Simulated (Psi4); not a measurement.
Pair of molecules, SMILES Cl with SMILES [SiH4] (the first has 2 atoms); geometry from B3LYP-D3(BJ)/def2-TZVP, rigid monomers moved along the line of their centres of mass till Cl1···Si3 is 4.34 Å.
(charge 0, multiplicity 1):
```xyz
7

Cl     0.6255     1.1381    -0.2247
H      1.1186    -0.0336    -0.0576
Si    -0.3007    -0.2600     3.7769
H     -0.4375     1.2096     3.8574
H     -1.2819    -0.8074     2.8142
H     -0.5385    -0.8564     5.1117
H      1.0678    -0.6096     3.3304
```

Method: SAPT0/jun-cc-pV(D+d)Z (Psi4).

Give the four SAPT terms and the total, and say what mostly holds the pair together.

electrostatics -10.2, exchange 12.0, induction -2.1, dispersion -14.4, total -14.7 meV; the largest attraction is dispersion.
